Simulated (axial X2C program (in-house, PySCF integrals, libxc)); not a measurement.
Worked dissociation energy of CI: PBE0, scalar-relativistic

Calculated with an in-house all-electron X2C program for linear molecules (integrals from PySCF). Spin-free means the one-electron spin-free X2C Hamiltonian. Basis: I dyall-cv3z [11s12p8d4f1g], C dyall-v3z [7s6p2d1f] (cores contracted in-house); Gaussian nuclei, density fitting, unrestricted open shells. Masses: I 126.904 u, C 12.000 u.

Molecular state: M_S = 1/2, Λ = 1 (beyond evenly filled blocks: π+α).

| Quantity | Value |
| --- | --- |
| E(I) (2M_S = 1, M_L = 0) | -7115.322454 hartree |
| E(C) (2M_S = 2, M_L = 0) | -37.822650 hartree |
| E(CI) at Re | -7153.256646 hartree |
| ωe | 652.5 cm⁻¹ |
| ωexe | 3.08 cm⁻¹ |

Q: Work out De and D0.

A: De = -7115.322454 + (-37.822650) − (-7153.256646) = 0.11154 hartree = 3.035 eV. The zero-point energy is ωe/2 − ωexe/4 = 325 cm⁻¹ = 0.040 eV, so D0 = 2.995 eV.

Occupations by symmetry block were frozen at the best pattern of an incomplete PBE0 search. De is counted from the lowest determinant-based energies of the atoms at the same level, without counterpoise correction. The functionals have no current-density term, which raises determinants with orbital currents, atoms included. Spin-free De lacks the spin–orbit lowering of the heavy p-block atom, a tenth of an eV or more for 4p and 5p, up to an eV for 6p and one to two eV for 7p atoms, less what an open-shell molecule gains itself.

Each atomic determinant is the lowest at this level and need not be a pure term. Totals compare only within one Hamiltonian and basis.
